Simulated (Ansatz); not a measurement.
System: LuF$_{3}$ (charge 0, singlet). SMILES: [Lu]([F])([F])[F]
Geometry: optimised at B3LYP-D3(BJ)/def2-TZVP (Ansatz, an electronic-structure program).

Property: atomisation energy (electronic, to ground-state atoms), in eV. Correlated levels leave the core frozen unless marked. Open shells are spin-unrestricted. Spin-orbit coupling is left out. The frozen core is the preceding noble-gas configuration, with the filled d and f shells of earlier blocks. Past Kr the def2 sets carry scalar-relativistic core potentials. 

```
level               program  atomisation energy (eV)  rough core time
------------------  -------  -----------------------  ---------------
PBE0/def2-SVP        Ansatz                    19.75       under 20 s
PBE0/def2-TZVP       Ansatz                    19.33       under 20 s
RPA@PBE/def2-TZVPP   Ansatz                    17.95       under 20 s
RPA@PBE/def2-QZVPP   Ansatz                    18.32             40 s
CCSD/def2-SVP        Ansatz                    19.19                -
CCSD/def2-TZVPP      Ansatz                    19.24                -
```

Core times are rough, on shared machines, summed over the molecules involved; a dash marks a level read off another run, or run on other hardware, by another program or under a memory cap.
